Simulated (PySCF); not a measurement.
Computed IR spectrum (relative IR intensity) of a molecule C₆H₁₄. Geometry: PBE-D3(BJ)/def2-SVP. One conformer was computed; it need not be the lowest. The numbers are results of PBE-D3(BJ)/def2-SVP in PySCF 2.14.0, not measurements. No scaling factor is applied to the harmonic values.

Lines under 2 % of the strongest are left out, and lines within 2 cm⁻¹ are merged.

| ν (cm⁻¹) | relative intensity |
|---|---|
| 719 | 5.6 |
| 739 | 2.6 |
| 884 | 5.0 |
| 1120 | 3.2 |
| 1269 | 3.0 |
| 1323 | 3.5 |
| 1349 | 2.5 |
| 1352 | 4.3 |
| 1358 | 6.1 |
| 1420 | 11 |
| 1424 | 3.3 |
| 1430 | 3.6 |
| 1434 | 7.1 |
| 2946 | 16 |
| 2955 | 100 |
| 2963 | 36 |
| 2966 | 26 |
| 2992 | 5.6 |
| 3002 | 24 |
| 3009 | 80 |
| 3046 | 43 |
| 3050 | 33 |
| 3056 | 65 |

Problem. Which molecule gave these data?
A. CC(C)C(C)C
B. CCC(C)(C)C
C. CCCCCC
D. CCCC(C)C

Solution. C, CCCCCC
